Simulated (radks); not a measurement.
Results of a calculation; reference values are marked as such.
Q: The mean radii <r> (bohr) of the occupied orbitals of an atom or ion are listed with their occupations. Code: a radial shooting solver on a logarithmic mesh with Libxc functionals. Model: scalar-relativistic Kohn-Sham, PBE, spin-polarised, spherical densities, finite nucleus; Fermi nuclear charge, rms radius of each element as measured or else 0.836 A^(1/3) + 0.57 fm.

orbital  occ.      <r>
1s up       1  0.05846
1s down     1  0.05845
2s up       1   0.2654
2s down     1   0.2651
2p up       3   0.2338
2p down     3   0.2337
3s up       1   0.7113
3s down     1   0.7148
3p up       3   0.7121

Name the element and its charge. Open shells, if any, are filled with parallel spins first.

A: Z = 26, iron, charge +11: Fe11+ in [Ne] 3s2 3p3. The 1s radius gives Z: for a bare nucleus <r> = (2 gamma + 1)/(2Z) with gamma = sqrt(1 - (Z/c)^2), 0.05699 bohr for Z = 26, and screening makes it slightly larger (0.05846 here). The occupations add up to 15, and the charge is Z minus that.
